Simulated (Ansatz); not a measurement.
`[NH2][Mo](=[O])(=[O])[F]` + H₂O → `[O]=[Mo](=[O])([OH])[F]` + NH₃  (formal hydrolysis of a Mo–N bond)

Calculated with Ansatz (gas phase, PBE0-D4/def2-TZVP geometries, no zero-point term in ΔE). CBS: MP2 limit from def2 TZ/QZ plus the TZ coupled-cluster correction, frozen cores. This one scheme is used for every species. Elements past krypton have def2 core potentials. For Mo outer-core shells are correlated without core-valence functions, which leaves a few kJ/mol of doubt a bond. One conformer a species, not always the lowest.

`[NH2][Mo](=[O])(=[O])[F]`:

```xyz
7

N    -0.154   -0.191    1.150
Mo    0.077    0.112   -0.727
O     1.389   -0.790   -1.242
O     0.362    1.746   -0.959
F    -1.445   -0.401   -1.648
H     0.198   -1.008    1.627
H    -0.426    0.533    1.799
```

H₂O:

```xyz
3

O     0.083    0.162    0.344
H     0.667   -0.357   -0.213
H    -0.750    0.195   -0.131
```

`[O]=[Mo](=[O])([OH])[F]`:

Cartesian coordinates in Å:
```
O 1.676 -0.521 -0.808
Mo 0.355 -0.199 0.161
O 0.760 1.059 1.181
O -1.074 0.295 -0.922
F -0.077 -1.692 1.153
H -1.640 1.057 -0.765
```

NH₃:

Cartesian coordinates in Å:
```
N 0.158 -0.101 -0.210
H 0.726 0.237 0.557
H -0.421 0.671 -0.515
H -0.462 -0.807 0.168
```

```tsv
species	CCSD(T)/def2-SVP energy (Eh)
`[NH2][Mo](=[O])(=[O])[F]`	-373.29782
H₂O	-76.17468
`[O]=[Mo](=[O])([OH])[F]`	-393.12567
NH₃	-56.35487
```

(1) Work out ΔE.

(2) What do rigid-rotor, harmonic-oscillator terms from PBE0-D4/def2-TZVP frequencies (298.15 K, 1 bar) make of the CCSD(T)/CBS value? (Estimate.)

Largest T1 diagnostic among the species: 0.025, so the coupled-cluster value is less sure than usual.

## Answers

(1) ΔE = (-393.12567) + (-56.35487) − (-373.29782) − (-76.17468) = -0.00804 Eh = -0.22 eV. CCSD(T)/CBS gives -0.17 eV.

(2) The calculation gave: ΔZPE = +0.02 eV, ΔH = -0.16 eV, ΔS = 1 J/(mol·K), ΔG = -0.16 eV.

At CCSD(T), def2-SVP lies −0.04 eV from the extrapolated value and def2-TZVPP −0.02 eV. Leaving LDA and LC-ωPBE aside and taking each functional with its dispersion term where it has one, the values, not all of them listed here, spread over 0.10 eV, from B97M-V to HSE06-D4. LDA lies +0.05 eV from PBE without D4.
